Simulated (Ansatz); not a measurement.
```yaml
crystal:
  periodic: [false, false, false]
  atoms:
    - {symbol: C, position_ang: [0.263377, -0.705591, -2.724088]}
    - {symbol: C, position_ang: [0.040580, -1.540451, -1.473191]}
    - {symbol: C, position_ang: [-0.790454, -0.846165, -0.401351]}
    - {symbol: C, position_ang: [-0.152298, 0.421698, 0.154194]}
    - {symbol: C, position_ang: [-1.051013, 1.101983, 1.185316]}
    - {symbol: C, position_ang: [-0.964957, 2.597730, 1.236352]}
    - {symbol: O, position_ang: [-1.759583, 0.461240, 1.920446]}
    - {symbol: C, position_ang: [1.187802, 0.184779, 0.852638]}
    - {symbol: C, position_ang: [1.270607, -0.969202, 1.808977]}
    - {symbol: O, position_ang: [2.115773, 0.929703, 0.657072]}
    - {symbol: H, position_ang: [-0.688473, -0.375846, -3.150752]}
    - {symbol: H, position_ang: [0.864312, 0.183538, -2.519925]}
    - {symbol: H, position_ang: [0.787870, -1.280525, -3.490062]}
    - {symbol: H, position_ang: [-0.466061, -2.471497, -1.745795]}
    - {symbol: H, position_ang: [1.011656, -1.838462, -1.061313]}
    - {symbol: H, position_ang: [-1.766629, -0.577865, -0.819870]}
    - {symbol: H, position_ang: [-1.002237, -1.528712, 0.424075]}
    - {symbol: H, position_ang: [0.059688, 1.142905, -0.637507]}
    - {symbol: H, position_ang: [-1.493972, 2.980938, 2.106894]}
    - {symbol: H, position_ang: [0.081636, 2.914289, 1.246318]}
    - {symbol: H, position_ang: [-1.409213, 3.012683, 0.326123]}
    - {symbol: H, position_ang: [1.299403, -1.909572, 1.251820]}
    - {symbol: H, position_ang: [0.385423, -1.005714, 2.448288]}
    - {symbol: H, position_ang: [2.176755, -0.881885, 2.405330]}
basis:
  gaussian: {orbitals: aug-cc-pVDZ}
hamiltonian: {xc: {name: HF}}
correlation: {method: mp2, frozen_orbitals: {C: 0}}
```

```sh
$ ansatz run in.yaml --threads 4 --pin off --events-out ev --progress --plain --max-ram 63488MiB --backend cuda --devices 0, --max-vram 37GiB
```

How does Ansatz answer? (An estimate is asked.)

Computed: The input was rejected before any iteration.
```
Functional definition: HF
Error: "frozen_orbitals" has no count for O
```
